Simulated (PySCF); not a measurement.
[MoCl6]-: what the settings change

[MoCl6]-: Mo(V) (d1), charge -1. The structure is a PBE0-D3(BJ)/def2-SVP geometry optimised for multiplicity 2; coordination octahedral, point group Oh, metal–donor distances 2.34 Å.

The d shell alone is too small an active space for [MoCl6]- (an active orbital has only 0.54 squared overlap with the free ion's shell): its levels, fitted parameters, g values and moments show what this model gives and aren't sound predictions.

```
7

Mo    0.000    0.000    0.000
Cl    2.337    0.000    0.000
Cl   -2.337    0.000    0.000
Cl    0.000    2.337    0.000
Cl    0.000   -2.337    0.000
Cl    0.000    0.000    2.337
Cl    0.000    0.000   -2.337
```

Method (PySCF 2.14, density fitting): CASSCF(1,5) with orbitals averaged over all microstates of the shell, strongly contracted NEVPT2 on the averaged canonical orbitals; basis x2c-TZVPall on the metal, x2c-SVPall elsewhere; spin-free X2C; IEF-PCM dichloromethane; spin-orbit coupling by state interaction with the mean-field operator over all roots.

Base run: NEVPT2 ground state 2T2g, next 2Eg at 30028, 10Dq(NEVPT2) 30028, ζ 638 cm⁻¹, μeff(300 K) 1.02 μB.

(1) What happens with the basis x2c-TZVPall on all atoms?

No frequencies were computed for the optimised geometry. Charge-transfer states lie outside this active space and may come lower than some of these levels. The ground state is orbitally degenerate in this regular structure, which would distort (Jahn–Teller), so its moment is that of the undistorted model. NEVPT2 on the d shell alone tends to put d–d bands too high for such charged or covalently bound ions.

Results:

(1) NEVPT2 ground state 2T2g, next 2Eg at 29012, 10Dq(NEVPT2) 29012, ζ 640 cm⁻¹, μeff(300 K) 1.02 μB. It took 82 s against 34 s on a shared host of the same kind.
